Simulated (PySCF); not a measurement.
CsF, triplet, at the geometry of the source list (a higher spin typed on purpose: for a closed-shell molecule this is an excited state) (core potentials on Cs). Base run: DF-R2SCAN/def2-TZVP (PySCF).

Input for PySCF:
```python
from pyscf import gto, scf, dft

mol = gto.M(
    atom='''
Cs   -0.62190000   -0.51290000   -0.84010000
F     0.62190000    0.51290000    0.84010000
''',
    basis='def2-tzvp',
    ecp={'Cs': 'def2-tzvp'},
    spin=2,
    verbose=4,
)

mf = dft.UKS(mol)
mf.xc = 'r2scan'
mf = mf.density_fit(auxbasis='def2-universal-jkfit')
mf.kernel()
```

The base run was repeated with changes; each row names its change, and settings that it needs were set with it.

| change | basis functions | E (Eh) | HOMO (eV) | dipole (D) |
|---|---|---|---|---|
| base | 60 | -119.86141 | -2.29 | 0.76 |
| basis = LANL2DZ | … | … | … | … |
| basis = def2-SV(P) | 38 | -119.73481 | -2.27 | 1.00 |
| basis = def2-SVP | 38 | -119.73481 | -2.27 | 1.00 |
| basis = def2-SVPD | … | … | -2.29 | 0.89 |
| basis = def2-TZVPP | 67 | -119.86274 | -2.29 | 0.77 |
| basis = def2-TZVPD | 72 | -119.86276 | -2.28 | 0.93 |
| basis = def2-QZVP | 105 | -119.86849 | -2.29 | 0.89 |
| basis = def2-QZVPP | 119 | -119.86897 | -2.29 | 0.86 |

Task: Fill in the missing entries.

Result: 
- basis = LANL2DZ, basis functions: 21
- basis = LANL2DZ, E (Eh): -119.55866
- basis = LANL2DZ, HOMO (eV): -2.31
- basis = LANL2DZ, dipole (D): 2.01
- basis = def2-SVPD, basis functions: 50
- basis = def2-SVPD, E (Eh): -119.74114

Totals compare only among sets that treat the same electrons; sets with core potentials leave the core out.

Open shells are given as the SCF converged; they aren't shown to be the lowest states, and a large step between rows can be another state.
